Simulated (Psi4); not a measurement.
CHN, charge +1, doublet, at a GFN2-xTB geometry (a state made from the parent by changing its charge; the spin is typed, not shown lowest); PBE0/aug-cc-pVDZ (Psi4 1.11).

The Psi4 input:
```
memory 2 GB

molecule mol {
1 2
C    -0.000000   -0.000000   -0.483127
N     0.000000    0.000000    0.641659
H    -0.000000   -0.000000   -1.592853
}

set {
  basis aug-cc-pvdz
  reference uks
  scf_type pk
  puream true
  d_convergence 1e-8
  dft_radial_points 99
  dft_spherical_points 590
}

energy('pbe0')
print_variables()
```

Q: What does Psi4 print? Leave out banner, timings and long lists.

A: 
```
   => Loading Basis Set <=

    Name: AUG-CC-PVDZ
    Role: ORBITAL
    Keyword: BASIS

         ---------------------------------------------------------
                                   SCF
               by Justin Turney, Rob Parrish, Andy Simmonett
                          and Daniel G. A. Smith
                              UKS Reference
         ---------------------------------------------------------

  ==> Geometry <==

    Molecular point group: c2v
    Full point group: C_inf_v

    Geometry (in Angstrom), charge = 1, multiplicity = 2:

       Center              X                  Y                   Z               Mass
    ------------   -----------------  -----------------  -----------------  -----------------
         C            0.000000000000     0.000000000000    -0.541709179527    12.000000000000
         N            0.000000000000     0.000000000000     0.583076820473    14.003074004430
         H            0.000000000000     0.000000000000    -1.651435179527     1.007825032230

  Running in c2v symmetry.

  Rotational constants: A = ************  B =      1.52825  C =      1.52825 [cm^-1]
  Rotational constants: A = ************  B =  45815.63693  C =  45815.63693 [MHz]
  Nuclear repulsion =   24.278571795164694

  Charge       = 1
  Multiplicity = 2
  Electrons    = 13
  Nalpha       = 7
  Nbeta        = 6

  ==> Algorithm <==

  SCF Algorithm Type is PK.
  DIIS enabled.
  MOM disabled.
  Fractional occupation disabled.
  Guess Type is SAD.
  Energy threshold   = 1.00e-06
  Density threshold  = 1.00e-08
  Integral threshold = 1.00e-12

  ==> Primary Basis <==

  Basis Set: AUG-CC-PVDZ
    Blend: AUG-CC-PVDZ
    Number of shells: 23
    Number of basis functions: 55
    Number of Cartesian functions: 59
    Spherical Harmonics?: true
    Max angular momentum: 2

  ==> DFT Potential <==

   => LibXC <=

    Version 7.1.2
    S. Lehtola, C. Steigemann, M. J. T. Oliveira, and M. A. L. Marques,  SoftwareX 7, 1–5 (2018) (10.1016/j.softx.2017.11.002)

   => Composite Functional: PBE0 <=

    PBE0 Hyb-GGA Exchange-Correlation Functional

    C. Adamo and V. Barone,  J. Chem. Phys. 110, 6158 (1999) (10.1063/1.478522)
    M. Ernzerhof and G. E. Scuseria,  J. Chem. Phys. 110, 5029 (1999) (10.1063/1.478401)

    Deriv               =              1
    GGA                 =           TRUE
    Meta                =          FALSE

    Exchange Hybrid     =           TRUE
    MP2 Hybrid          =          FALSE

[...]
   @S^2 Expected:                7.500000000E-01
   @S^2 Observed:                7.789043876E-01
   @S   Expected:                5.000000000E-01
   @S   Observed:                5.000000000E-01

    Orbital Energies [Eh]
    ---------------------

    Alpha Occupied:

[...]
       1B2    -0.778229

    Alpha Virtual:

[...]
    Beta Occupied:

[...]
    Beta Virtual:

[...]
      27A1     3.062945

    Final Occupation by Irrep:
             A1    A2    B1    B2
    DOCC [     4,    0,    1,    1 ]
    SOCC [     1,    0,    0,    0 ]
    NA   [     5,    0,    1,    1 ]
    NB   [     4,    0,    1,    1 ]

  @UKS Final Energy:   -92.80827660089967

   => Energetics <=

    Nuclear Repulsion Energy =             24.2785717951646944
    One-Electron Energy =                -167.8881996146237725
    Two-Electron Energy =                  60.0181427010335895
    DFT Exchange-Correlation Energy =      -9.2167914824741644
    Empirical Dispersion Energy =           0.0000000000000000
    VV10 Nonlocal Energy =                  0.0000000000000000
    Total Energy =                        -92.8082766008996742

  UHF NO Occupations:
  HONO-2 :    1 B2 1.9929854
  HONO-1 :    1 B1 1.9929854
  HONO-0 :    5 A1 1.0000000
  LUNO+0 :    2 B2 0.0070146
  LUNO+1 :    2 B1 0.0070146
  LUNO+2 :    6 A1 0.0003039
  LUNO+3 :    7 A1 0.0001681

Computation Completed

Properties will be evaluated at   0.000000,   0.000000,   0.000000 [a0]

Properties computed using the SCF density matrix

 Multipole Moments:

 ------------------------------------------------------------------------------------
     Multipole            Electronic (a.u.)      Nuclear  (a.u.)        Total (a.u.)
 ------------------------------------------------------------------------------------

 L = 1.  Multiply by 2.5417464519 to convert [e a0] to [Debye]
 Dipole X            :          0.0000000            0.0000000            0.0000000
 Dipole Y            :          0.0000000            0.0000000            0.0000000
 Dipole Z            :          0.8018954           -1.5498636           -0.7479682
 Magnitude           :                                                    0.7479682

 ------------------------------------------------------------------------------------

  Variable Map:
  ----------------------------------------------------------------------------
[...]
  Array Variable Map:
  ----------------------------------------------------------------------------
[...]
[...]
```
